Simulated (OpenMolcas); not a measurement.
**3d⁵ along the 23-electron sequence**

| Item | Value |
| --- | --- |
| Program | OpenMolcas |
| Method | CASSCF |
| Basis | ANO-R2 |
| Scalar Hamiltonian | X2C, finite nucleus |
| Spin-orbit coupling | RASSI with atomic mean-field integrals over the reference wave functions, term energies averaged over their components |

Active space for each ion: 5 electrons in 10 orbitals (3d 4d).

Computed levels in cm-1 above ⁶S_5/2:

```json
{"Level": "⁴G_5/2", "Mn2+": "30859", "Fe3+": "36255", "Co4+": "41431", "Ni5+": "46305", "Cu6+": "50892"}
{"Level": "⁴G_7/2", "Mn2+": "30884", "Fe3+": "36293", "Co4+": "41489", "Ni5+": "46391", "Cu6+": "51021"}
{"Level": "⁴G_9/2", "Mn2+": "30906", "Fe3+": "36324", "Co4+": "41531", "Ni5+": "46453", "Cu6+": "51108"}
{"Level": "⁴G_11/2", "Mn2+": "30918", "Fe3+": "36333", "Co4+": "41536", "Ni5+": "46450", "Cu6+": "51093"}
{"Level": "⁴P_5/2", "Mn2+": "35245", "Fe3+": "41495", "Co4+": "47465", "Ni5+": "53023", "Cu6+": "58190"}
{"Level": "⁴P_3/2", "Mn2+": "35271", "Fe3+": "41551", "Co4+": "47564", "Ni5+": "53188", "Cu6+": "58446"}
{"Level": "⁴P_1/2", "Mn2+": "35305", "Fe3+": "41621", "Co4+": "47689", "Ni5+": "53395", "Cu6+": "58826"}
{"Level": "⁴D_7/2", "Mn2+": "38410", "Fe3+": "45118", "Co4+": "51537", "Ni5+": "57591", "Cu6+": "63301"}
{"Level": "⁴D_1/2", "Mn2+": "38417", "Fe3+": "45158", "Co4+": "51627", "Ni5+": "57761", "Cu6+": "63591"}
{"Level": "weight of ⁶S in the lowest level (%)", "Mn2+": "100", "Fe3+": "100", "Co4+": "100", "Ni5+": "100", "Cu6+": "100"}
```

Measured, with the error of the calculation in %. Measured levels: Mn2+ from Corliss and Sugar, J. Phys. Chem. Ref. Data 6, 1253 (1977); Fe3+ from Corliss and Sugar, J. Phys. Chem. Ref. Data 11, 135 (1982); Co4+ from Sugar and Corliss, J. Phys. Chem. Ref. Data 10, 1097 (1981); Ni5+ from Corliss and Sugar, J. Phys. Chem. Ref. Data 10, 197 (1981); Cu6+ from the list in Gamrath, thesis, University of Mons (2023).

```
  Level           Mn2+           Fe3+           Co4+           Ni5+           Cu6+
⁴G_11/2                 32246 (+12.7)  37218 (+11.6)  41921 (+10.8)               
 ⁴P_5/2  29168 (+20.8)  35254 (+17.7)  40753 (+16.5)  45884 (+15.6)  50732 (+14.7)
 ⁴P_3/2                 35333 (+17.6)  40891 (+16.3)  46104 (+15.4)  51067 (+14.5)
 ⁴P_1/2                 35407 (+17.6)  41024 (+16.2)  46325 (+15.3)  51407 (+14.4)
 ⁴D_7/2  32307 (+18.9)  38779 (+16.3)  44709 (+15.3)  50331 (+14.4)  55742 (+13.6)
 ⁴D_1/2  32369 (+18.7)  38897 (+16.1)  44908 (+15.0)                 56210 (+13.1)
```

⁴G_5/2 changes by a factor of 1.65 over the same range, with steps per unit of Z of +5400, +5180, +4870, +4590 cm-1.

Without dynamic correlation excited terms often stand tens of per cent too high (terms of higher spin than the ground term too low), and those without a measured partner can miss by more than the paired ones. Active for correlation alone: 4d; no level in the range computed is led by a configuration that fills it, so any true level of that kind is missing. Computed and measured levels are paired by configuration, term and J; levels that our copy of the source lacks, or whose pairing is in doubt (as where it misses far off the trend of its configuration), stay unpaired and out of the deviations. Levels of configurations outside the active space are missing.
